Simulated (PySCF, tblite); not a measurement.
Isomers of C3H16Si4. Computed with GFN2-xTB (tblite): harmonic, unscaled wavenumbers at the GFN2-xTB geometry, gas phase. Against measured fundamentals such values can be off by several per cent, at times by over 20. Modes of hydrogen on silicon can be 10 to 20 % off. One conformer each.

Electronic energies: PBE0/pcSseg-1 single points on the GFN2-xTB geometries (PySCF, gas phase).

```json
{"SMILES": "CC[SiH2][Si@@H]([SiH3])[SiH2]C", "electronic energy, lowest = 0 (kJ/mol)": "26.1"}
{"SMILES": "C[Si@@H]([SiH3])[SiH2]CC[SiH3]", "electronic energy, lowest = 0 (kJ/mol)": "61.6"}
{"SMILES": "CC(C)[SiH2][SiH2][SiH2][SiH3]", "electronic energy, lowest = 0 (kJ/mol)": "70.4"}
{"SMILES": "C[SiH2]C[SiH2][Si@H](C)[SiH3]", "electronic energy, lowest = 0 (kJ/mol)": "0.0"}
{"SMILES": "C[SiH2]C[C@@H]([SiH3])[SiH2][SiH3]", "electronic energy, lowest = 0 (kJ/mol)": "81.6"}
```

Task: How do GFN2-xTB zero-point energies change the relative energies?

Result: 
```csv
SMILES,ZPE (kJ/mol),of it from modes above 1550 cm⁻¹,electronic (kJ/mol),"with ZPE, lowest = 0 (kJ/mol)",lowest mode (cm⁻¹),rings
C[SiH2]C[SiH2][Si@H](C)[SiH3],432.8,249.0,0.0,0.0,9,0
CC[SiH2][Si@@H]([SiH3])[SiH2]C,437.4,248.3,26.1,30.8,18,0
C[Si@@H]([SiH3])[SiH2]CC[SiH3],430.2,243.8,61.6,59.0,8,0
CC(C)[SiH2][SiH2][SiH2][SiH3],434.4,242.9,70.4,72.0,17,0
C[SiH2]C[C@@H]([SiH3])[SiH2][SiH3],424.0,239.5,81.6,72.8,26,0
```

The zero-point energies span 13.4 kJ/mol, from `C[SiH2]C[C@@H]([SiH3])[SiH2][SiH3]` to `CC[SiH2][Si@@H]([SiH3])[SiH2]C`. The order is unchanged.

Task: And how do the electronic energies of GFN2-xTB itself compare?

Result: `C[SiH2]C[SiH2][Si@H](C)[SiH3]` 39.3; `CC[SiH2][Si@@H]([SiH3])[SiH2]C` 43.8; `C[Si@@H]([SiH3])[SiH2]CC[SiH3]` 21.4; `CC(C)[SiH2][SiH2][SiH2][SiH3]` 20.8; `C[SiH2]C[C@@H]([SiH3])[SiH2][SiH3]` 0.0 kJ/mol, lowest = 0. Against the energies above, taken from the same isomer `C[SiH2]C[SiH2][Si@H](C)[SiH3]`, the largest difference is 120.9 kJ/mol.
